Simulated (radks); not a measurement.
Isoelectronic series with 1 electrons, all held in the configuration 1s1, which need not be the ground one along the series. All-electron calculation, Dirac Kohn-Sham, LDA (Slater exchange, Perdew-Wang correlation), spin-unpolarised, spherical densities, point nucleus. Program: a radial shooting solver on a logarithmic mesh with Libxc functionals. Total energies (hartree) and mean radii <r> (bohr):

ion    E (hartree)    1s1/2
H         -0.44567    1.673
Be3+      -7.67991   0.3864
N6+      -23.90901   0.2179
Ne9+     -49.16900   0.1516
Al12+    -83.49915   0.1162
S15+    -126.95065  0.09406
K18+    -179.58804  0.07896
Ti21+   -241.49001  0.06798
Mn24+   -312.75007  0.05963
Ni27+   -393.47731  0.05306
Ga30+   -483.79733  0.04775
